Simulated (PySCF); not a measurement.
**`FC(F)(F)[C@@H]1C[P@@H]1=[Se]`, C$_{3}$H$_{4}$F$_{3}$PSe**

Geometry:
```tsv
atom	x (Å)	y (Å)	z (Å)
F1	-1.739	-1.671	-0.436
C2	-1.272	-0.427	-0.608
F3	-2.355	0.368	-0.717
F4	-0.660	-0.395	-1.795
C5	-0.375	-0.003	0.511
C6	0.581	1.165	0.212
P7	1.413	-0.450	0.408
Se8	2.392	-1.604	-1.003
H9	-0.899	0.004	1.461
H10	0.659	1.932	0.972
H11	0.533	1.560	-0.796
H12	1.721	-0.480	1.765
```

Method used: TDDFT CAM-B3LYP/def2-SVPD circular dichroism and optical rotation, one conformer, gas phase (PySCF 2.14.0). Geometry: GFN2-xTB.

The calculation is non-relativistic, which matters for the atoms heavier than Zn.

(1) What are the CIP labels of the stereocentres?

(2) List the lowest 16 singlet excitations with oscillator and rotatory strengths.

## Answers

(1) C5 R, P7 S.

(2) Rotatory strengths R in 10⁻⁴⁰ esu² cm², velocity form and length form (origin at the centre of mass); f in length form.
```
state  E (eV)  λ (nm)      f  R (velocity)  R (length)                                     main
    1    4.31     288  0.009          +0.6        +0.6                           HOMO→LUMO 0.94
    2    4.55     272  0.011          +2.9        +3.1                         HOMO−1→LUMO 0.92
    3    5.00     248  0.002         +16.5       +16.1                       HOMO−1→LUMO+1 0.86
    4    5.23     237  0.068          -9.6        -8.9     HOMO→LUMO+1 0.74, HOMO−1→LUMO+2 0.09
    5    5.48     226  0.006         -14.4       -14.1                         HOMO→LUMO+2 0.82
    6    6.08     204  0.155          +0.2        -0.8   HOMO−1→LUMO+2 0.74, HOMO−1→LUMO+3 0.09
    7    6.28     197  0.049          +3.1        +2.9       HOMO→LUMO+4 0.52, HOMO→LUMO+3 0.31
    8    6.63     187  0.108          +5.2        +6.1   HOMO−1→LUMO+4 0.65, HOMO−1→LUMO+3 0.14
    9    6.83     181  0.027          -8.0        -7.5       HOMO→LUMO+3 0.50, HOMO→LUMO+4 0.38
   10    7.12     174  0.021          +3.7        +3.5   HOMO−1→LUMO+3 0.41, HOMO−1→LUMO+4 0.21
   11    7.18     173  0.004          -4.7        -4.6       HOMO→LUMO+6 0.58, HOMO→LUMO+7 0.09
   12    7.21     172  0.016         +13.1       +12.5       HOMO→LUMO+5 0.49, HOMO→LUMO+6 0.26
   13    7.42     167  0.017          -3.0        -2.9                       HOMO−1→LUMO+6 0.81
   14    7.46     166  0.006          -2.6        -2.8   HOMO−1→LUMO+5 0.51, HOMO−1→LUMO+3 0.15
   15    7.51     165  0.020         +23.4       +22.8      HOMO→LUMO+7 0.48, HOMO→LUMO+10 0.14
   16    7.79     159  0.021          -8.5        -8.6  HOMO−1→LUMO+7 0.50, HOMO−1→LUMO+10 0.13
```

For state 6 the two forms differ in sign, so the sign of R isn't settled.

Among the states computed, the strongest CD band (largest |R|) is state 15. The largest dissymmetry factor in size, g = 4R/(D+G), with D and G the electric and magnetic dipole strengths, is +0.053 for state 3 (velocity form, f = 0.002), among bands with |R| over 0.5. The mirror image has the same energies and oscillator strengths and all R with the opposite sign.
